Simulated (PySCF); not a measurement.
Computed IR spectrum (relative IR intensity) of a molecule C3H7BO. The structure is a stationary point at PBE-D3(BJ)/def2-SVP. One conformer was computed; it need not be the lowest. Method: PySCF with PBE-D3(BJ)/def2-SVP. Frequencies are harmonic and unscaled.

Lines under 2 % of the strongest are left out, and lines within 2 cm⁻¹ are merged.

ν (cm⁻¹): 480 (w), 542 (m), 618 (m), 863 (m), 941 (s), 963 (w), 1020 (w), 1171 (s), 1254 (w), 1286 (s), 1337 (vs), 1379 (vw), 1384 (m), 1412 (m), 1636 (m), 3038 (vw), 3048 (w), 3052 (m), 3062 (w), 3146 (w), 3737 (m) (against the strongest line: vs over 80 %, s over 45 %, m over 15 %, w over 4 %, vw less)

### Question
Which structure fits?
(A) C=CB(C)O
(B) C=CCBO
(C) CB1CCO1
(D) OB1CCC1

### Answer
A, C=CB(C)O
